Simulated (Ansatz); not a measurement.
H₃BrInNO, singlet, at a GFN2-xTB geometry (such geometries of metal compounds can be far from the true shape) (all electrons, no relativity); SC-NEVPT2/STO-3G, CASSCF(6,5) (Ansatz, an electronic-structure program).

Ansatz was given this input:
Ansatz 0.2 input:
```yaml
crystal:
  periodic: [false, false, false]
  atoms:
    - {symbol: In, position_ang: [0.56169826, 0.31846160, 0.17070347]}
    - {symbol: Br, position_ang: [-1.48760439, -0.91956005, -0.46088535]}
    - {symbol: O, position_ang: [0.75986168, 2.07309653, -0.64829492]}
    - {symbol: H, position_ang: [0.06567193, 2.33922254, -1.25099401]}
    - {symbol: N, position_ang: [1.91958385, -0.21945153, 1.60334726]}
    - {symbol: H, position_ang: [2.73512742, 0.37481848, 1.48122988]}
    - {symbol: H, position_ang: [2.22615952, -1.18266905, 1.49920990]}
basis:
  gaussian:
    orbitals: STO-3G
magnetization: {spin_polarized: false}
correlation: {method: sc_nevpt2, electrons: all, active_space: {window: {electrons: 6, orbitals: 5}}}
```

Output, abridged:

```
Functional definition: HF
728 factors; integrals over basis functions are off by at most 4.7e-5 eV
mean field evaluation 1: about -227401.8426 eV, gradient 2.6e1 eV
mean field evaluation 2: about -227401.9044 eV, gradient 2.6e1 eV
mean field evaluation 4: about -227404.6520 eV, gradient 1.7e0 eV
mean field evaluation 8: about -227404.6683 eV, gradient 2.5e-4 eV
mean field -227404.66827961 eV, -8356.9674188555 hartree, gradient 6.5e-6 eV, S^2 0.000000; 0 other end points of the search recorded, 0 dependent functions left out
reference -227404.66827961 eV, -8356.9674188555 hartree; 51, 51 occupied and 7, 7 virtual orbitals, 728 factors
state -227405.85438116 eV, -8357.0110072835 hartree
state -227405.85438116 eV, -8357.0110072835 hartree; corrected -227408.03986190 eV, -8357.0913222193 hartree
state -227405.44009814 eV, -8356.9957826632 hartree
state -227405.44009814 eV, -8356.9957826632 hartree; corrected -227408.05793952 eV, -8357.0919865594 hartree
state -227405.44009814 eV, -8356.9957826632 hartree; corrected -227408.05793952 eV, -8357.0919865594 hartree
WARN: the results are in doubt because another end's mean lies 0.414 eV lower, and its corrected mean 0.018 eV higher
Total energy: -227408.05793952 eV, -8357.0919865594 hartree
In doubt: another end's mean lies 0.414 eV lower, and its corrected mean 0.018 eV higher
```
